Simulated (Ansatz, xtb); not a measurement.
Noncovalent pair: CH4O (SMILES CO) (first 6 atoms) with HBr (SMILES Br); geometry from B3LYP-D3(BJ)/def2-TZVP, rigid monomers moved along the line of their centres of mass till O2···H8 is 1.60 Å.
(charge 0, multiplicity 1):
```xyz
8

C      0.561    -0.278    -0.170
O     -0.532    -0.253     0.755
H      0.200    -0.232    -1.200
H      1.076    -1.223    -0.016
H      1.261     0.541     0.013
H     -1.010     0.578     0.662
Br     0.782    -0.399     3.510
H      0.090    -0.366     2.227
```

Counterpoise-corrected where a basis set is named; no monomer relaxation.

Frozen-core correlation. Filled d and f shells under p-block atoms count as core.

Codes used: Ansatz (Gaussian basis) for Hartree–Fock, density functionals and correlated methods; xtb for the GFN methods. 

**Question.** Estimate the interaction energy that PBE/def2-TZVPPD returns for this input.

**Answer.** -5.9 kcal/mol

**Question.** What interaction energy does GFN2-xTB give?

**Answer.** -7.4 kcal/mol

**Question.** Estimate the interaction energy that CCSD/aug-cc-pVDZ returns for this input.

**Answer.** -2.6 kcal/mol

Ansatz is a first-principles code.
